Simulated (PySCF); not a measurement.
Simulation results for ClGeH2, BGeH4

Calculation on a computer-drawn molecule: vertical ionisation energy to the stated ion spin, frozen-core CCSD(T) at the basis limit and cheaper methods, single-reference cases, UHF for radicals, no spin-orbit; all values are single points at the evaluated structure, the first of each entry, which is the reference or a displaced copy of it and isn't optimised; the reference structure only sets the zero of the energies above reference; triples share is (T) over the correlation energy; on germanium a core potential holds 10 electrons, which the energies leave out, and 3d is frozen in MP2 and coupled-cluster steps. Program: PySCF 2.14.0.

Common to all runs: charge 1; multiplicity 1; ion multiplicity 2; diffuse functions no; basis and core potential on germanium cc-pVnZ-PP ECP10MDF; reference is the Hartree-Fock double-zeta minimum; best is HF at quadruple zeta + MP2 correlation extrapolated from triple and quadruple zeta + CCSD(T) minus MP2 at triple zeta; basis step is the size of the change from the same recipe one zeta lower.

```yaml
- entry: 1
  formula: ClGeH2
  evaluated_structure:
    atoms_angstrom:
      - [Cl, -0.6816, 3.0155, -2.8923]
      - [Ge, 0.2057, 2.1027, -1.2622]
      - [H, 1.5765, 1.5482, -1.1527]
      - [H, -0.868, 2.0364, -0.0258]
  reference_structure:
    atoms_angstrom:
      - [Cl, -0.5377, 3.0401, -2.9161]
      - [Ge, 0.1282, 2.1249, -1.2034]
      - [H, 1.5297, 1.5735, -1.228]
      - [H, -0.8322, 2.0701, -0.0443]
  given:
    basis: "cc-pV(n+d)Z"
    drawn_bonds_atom: [1, 2, 2]
    drawn_bonds_other_atom: [2, 3, 4]
    drawn_bonds_order: [1, 1, 1]
  results:
    "ionisation_energy_best [eV]": 18.2
    "ionisation_energy_basis_step [eV]": 0.06503
    "energy_above_reference_best [kcal/mol]": 4.534
    "energy_above_reference_basis_step [kcal/mol]": 0.02653
    triple_zeta_method: [HF, PBE, r2SCAN, B3LYP, wB97X, MP2, CCSD, "CCSD(T)"]
    "triple_zeta_ionisation_energy [eV]": [16.99, 17.7, 17.84, 17.91, 18.05, 18.21, 17.97, 18.02]
    "triple_zeta_energy_above_reference [kcal/mol]": [5.609, 3.786, 4.824, 4.381, 5.095, 4.995, 4.63, 4.466]
    "ionisation_energy_Koopmans_at_triple_zeta [eV]": 18.55
    "ionisation_energy_EOM_CCSD_at_triple_zeta [eV]": 18.05
    "total_energy_HF_triple_zeta [hartree]": -753.7998
    "total_energy_CCSD(T)_triple_zeta [hartree]": -754.1270
    "total_energy_best [hartree]": -754.1765
    T1_diagnostic_at_triple_zeta: 0.01417
    D1_diagnostic_at_triple_zeta: 0.04067
    ion_T1_diagnostic_at_triple_zeta: 0.03788
    ion_D1_diagnostic_at_triple_zeta: 0.1678
    ion_spin_squared_at_triple_zeta: 0.7644
    triples_share_at_triple_zeta: 0.03885
    basis_functions_triple_zeta: 106
- entry: 2
  formula: BGeH4
  evaluated_structure:
    atoms_angstrom:
      - [B, 1.5693, 1.0702, -0.1053]
      - [Ge, 1.6864, 0.9379, -2.2043]
      - [H, 1.7461, 0.0569, 0.5046]
      - [H, 1.2825, 2.6041, 0.5371]
      - [H, 2.9899, 1.102, -3.0069]
      - [H, 0.4728, 0.6579, -3.0604]
  reference_structure:
    atoms_angstrom:
      - [B, 1.5879, 1.0631, -0.124]
      - [Ge, 1.6869, 0.9339, -2.2042]
      - [H, 1.7307, 0.0561, 0.4899]
      - [H, 1.3937, 2.1374, 0.3447]
      - [H, 2.9794, 1.0887, -2.9845]
      - [H, 0.4731, 0.6763, -3.0781]
  given:
    basis: cc-pVnZ
    drawn_bonds_atom: [1, 1, 1, 2, 2]
    drawn_bonds_other_atom: [2, 3, 4, 5, 6]
    drawn_bonds_order: [1, 1, 1, 1, 1]
  results:
    "ionisation_energy_best [eV]": 16.77
    "ionisation_energy_basis_step [eV]": 0.02137
    "energy_above_reference_best [kcal/mol]": 35.19
    "energy_above_reference_basis_step [kcal/mol]": 0.1433
    triple_zeta_method: [HF, PBE, r2SCAN, B3LYP, wB97X, MP2, CCSD, "CCSD(T)"]
    "triple_zeta_ionisation_energy [eV]": [15.49, 16.47, 16.48, 16.59, 16.61, 16.56, 16.64, 16.69]
    "triple_zeta_energy_above_reference [kcal/mol]": [39.77, 32.1, 34.81, 35.33, 36.7, 37.46, 35.55, 34.89]
    "ionisation_energy_Koopmans_at_triple_zeta [eV]": 16.71
    "ionisation_energy_EOM_CCSD_at_triple_zeta [eV]": 16.75
    "total_energy_HF_triple_zeta [hartree]": -320.0287
    "total_energy_CCSD(T)_triple_zeta [hartree]": -320.2662
    "total_energy_best [hartree]": -320.2908
    T1_diagnostic_at_triple_zeta: 0.01395
    D1_diagnostic_at_triple_zeta: 0.03177
    ion_T1_diagnostic_at_triple_zeta: 0.03279
    ion_D1_diagnostic_at_triple_zeta: 0.1201
    ion_spin_squared_at_triple_zeta: 0.7812
    triples_share_at_triple_zeta: 0.0291
    basis_functions_triple_zeta: 125
```
